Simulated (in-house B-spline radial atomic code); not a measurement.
Computed with a B-spline radial atomic code. Model: two electrons, singlet ground state, non-relativistic, full CI in B-splines with partial waves to l = 8 (at full coupling up to 3e-4 hartree above the limit, correlation up to 0.6 % small), density held at that of full coupling by Lieb maximisation.

Along the adiabatic connection the electron repulsion is scaled by a coupling λ while a local potential keeps the density fixed. At λ = 0 the system is the Kohn-Sham one and W equals the exchange energy; the exchange-correlation energy is the area under W between 0 and 1. The kinetic energy rises with λ as the electrons avoid each other, with dT/dλ = −λ dW/dλ.

Command:
```bash
python run_ac.py task.json out
```
Settings (lengths in bohr, energies in hartree):
```
potential              dot
strength               0.429
lmax                   8
second                 0.5
```

Cost of the run: 23 s on 1 thread of Intel(R) Xeon(R) Processor @ 2.30GHz, on a shared host.

**W = mean repulsion less Hartree energy, and W of three functionals.**

Given: confinement charge in harmonic well; well frequency 0.429 hartree; nuclear charge 0.5; external potential omega^2 r^2/2 - Z/r.

Computed: PBE exchange minus exact 22.729 millihartree; SCAN exchange minus exact 3.0009 millihartree.

| coupling | W xc (hartree) | W xc minus exchange (millihartree) | kinetic minus Kohn-Sham (millihartree) | LDA (PW92) W minus its exchange (millihartree) | PBE W minus its exchange (millihartree) | SCAN W minus its exchange (millihartree) |
| --- | --- | --- | --- | --- | --- | --- |
| 0 | -0.55572 | 0 | 0 | 0 | 0 | 0 |
| 0.02 | ? | ? | ? | ? | ? | ? |
| 0.05 | -0.56036 | -4.637 | 0.12 | -21.05 | -6.51 | -4.57 |
| 0.12 | -0.56654 | -10.813 | 0.64 | -39.09 | -15.04 | -10.54 |
| 0.25 | -0.57711 | -21.388 | 2.58 | -63.15 | -29.12 | -20.65 |
| 0.4 | ? | ? | ? | ? | ? | ? |
| 0.6 | -0.6008 | -45.077 | 12.47 | -105.52 | -59.02 | -43.33 |
| 0.8 | -0.61186 | -56.137 | 20.18 | -122.81 | -72.55 | -54.07 |
| 1 | -0.62152 | -65.798 | 28.86 | -137.25 | -84.28 | -63.59 |
| 1.4 | -0.63757 | -81.845 | 47.99 | -160.4 | -103.78 | -79.74 |
| 2 | -0.65581 | -100.09 | 78.71 | -186.14 | -126.25 | -98.68 |
| 3 | -0.67679 | -121.07 | 130.41 | -215.87 | -152.98 | -121.2 |
| 4.5 | -0.69665 | -140.93 | 203.68 | -244.94 | -179.7 | -142.98 |
| 7 | -0.71595 | -160.22 | 312.27 | -274.77 | -207.58 | -163.81 |
| 10 | -0.72942 | -173.7 | 425.16 | -296.97 | -228.53 | -177.49 |

**Question.** What belongs in the row 0.02?

**Answer.** W xc (hartree): -0.5576; W xc minus exchange (millihartree): -1.878; kinetic minus Kohn-Sham (millihartree): 0.02; LDA (PW92) W minus its exchange (millihartree): -10.54; PBE W minus its exchange (millihartree): -2.64; SCAN W minus its exchange (millihartree): -1.87.

**Question.** What belongs in the row 0.4?

**Answer.** W xc (hartree): -0.58804; W xc minus exchange (millihartree): -32.312; kinetic minus Kohn-Sham (millihartree): 6.12; LDA (PW92) W minus its exchange (millihartree): -83.93; PBE W minus its exchange (millihartree): -43.12; SCAN W minus its exchange (millihartree): -31.07.

**Question.** What is the LDA exchange minus exact?

**Answer.** 81.706 millihartree.

**Energy parts, natural occupations and partial-wave weights.**

Computed: exchange energy -0.55572 hartree; correlation energy -0.03694 hartree; kinetic part of the DFT correlation energy 0.028858 hartree; initial slope twice GL2 -0.094695 hartree; Hartree energy 1.1114 hartree; Kohn-Sham kinetic 0.72316 hartree; Lieb Oxford ratio E_xc over LDA exchange 1.2503.

```
natural  occupation of the shell (electrons)
      s                               1.9591
      p                             0.034926
      s                                    ?
      d                           0.00095924
      p                           0.00031452
      f                           0.00011088
```

**Question.** What belongs in the row s?

**Answer.** occupation of the shell (electrons): 0.0044315.

```csv
wave,weight
s,0.98178
p,0.01763
d,0.00050658
f,?
g,1.3633e-05
```

**Question.** What belongs in the row f?

**Answer.** weight: 6.2026e-05.

**Question.** What is the kinetic part over minus potential part?

**Answer.** 0.43858.

**Question.** What is the total energy?

**Answer.** 1.0112 hartree.

Half-way to full coupling W has made 59 % of its drop, against 50 % for a straight line, and second-order (GL2) theory, half the initial slope, overshoots the correlation energy by about 28 %: a moderate bend, as in light atoms. Over couplings 0 to 1 the errors in E_xc come to about +30 millihartree for LDA, +11 millihartree for PBE, +4.3 millihartree for SCAN, so SCAN is nearest. In LDA and PBE the errors of exchange and correlation have opposite signs, so the sum is smaller than the larger of the two.
